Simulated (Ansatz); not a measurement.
CH6B2O3, SMILES `CB(O)B(O)O` at its PBE0-D4/def2-TZVP geometry, where that method's forces vanish. Total charge 0; spin multiplicity 1.

| atom | x (Å) | y (Å) | z (Å) |
| --- | --- | --- | --- |
| C1 | 0.8088 | -1.7051 | -0.3030 |
| B2 | -0.2973 | -0.6673 | 0.0754 |
| O3 | -1.5187 | -1.1398 | 0.4481 |
| B4 | -0.0955 | 1.0482 | 0.0591 |
| O5 | -1.2011 | 1.7778 | 0.4275 |
| O6 | 1.0898 | 1.6229 | -0.2982 |
| H7 | 0.4761 | -2.7426 | -0.2288 |
| H8 | 1.6893 | -1.5694 | 0.3357 |
| H9 | 1.1681 | -1.5207 | -1.3221 |
| H10 | -2.1259 | -0.4237 | 0.6615 |
| H11 | -1.1112 | 2.7353 | 0.4254 |
| H12 | 1.1175 | 2.5843 | -0.2805 |

(1) For each bond, give half the difference of the two atoms' forces along it (eV/Å; positive pushes the atoms apart) under PBE-D4, r2SCAN-D4, B3LYP-D4, ωB97M-V in def2-TZVPP. (Best estimate.)

## Answers

(1) The calculation gave: 
```csv
bond,length (Å),PBE-D4,r2SCAN-D4,B3LYP-D4,ωB97M-V
C1–B2,1.563,-0.11,-0.04,0.03,0.06
C1–H7,1.092,0.12,-0.01,-0.03,-0.05
C1–H8,1.096,0.13,0.00,-0.04,-0.07
C1–H9,1.096,0.13,0.00,-0.04,-0.07
B2–O3,1.362,0.38,0.23,0.13,0.15
B2–B4,1.727,-0.30,-0.17,-0.15,-0.18
O3–H10,0.963,0.39,-0.01,-0.03,-0.09
B4–O5,1.375,0.21,0.13,0.11,0.16
B4–O6,1.365,0.23,0.13,0.11,0.17
O5–H11,0.962,0.40,0.03,-0.01,-0.11
O6–H12,0.962,0.41,0.03,0.00,-0.10
```

B3LYP here is the variant with VWN-RPA as its local correlation; programs differ in this.

Program: Ansatz 0.2.0.
